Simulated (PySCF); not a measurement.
## Fe (iron, neutral) across methods

[Ar] 3d6 4s2, high-spin 5D determinant. Computed with PySCF 2.14 in aug-cc-pVDZ-DK (7s6p4d2f, 59 functions), with scalar relativity by spin-free X2C-1e.

```
   method  E (hartree)  mean ε 4s α (eV)  mean ε 3d β (eV)  mean ε 4s β (eV)  Σ⟨r²⟩ (bohr²)   ⟨S²⟩
      LDA    -1270.062            -5.808            -5.401            -5.033          38.60  6.010
    HSE06    -1272.411            -5.963            -7.066            -5.136          38.91  6.010
      PBE    -1272.374            -5.612            -5.511            -4.832          39.01  6.009
      UHF  -1271.34511            -7.689           -12.736            -6.655          40.76  6.017
     PBE0    -1272.392            -6.281            -7.464            -5.488          39.02  6.010
BHandHLYP    -1272.593            -6.789            -9.422            -6.164          39.14  6.008
      M06    -1272.594            -6.430            -6.809            -5.661          38.00  6.013
  r2SCANh    -1272.568            -5.959            -6.019            -5.091          38.52  6.021
```
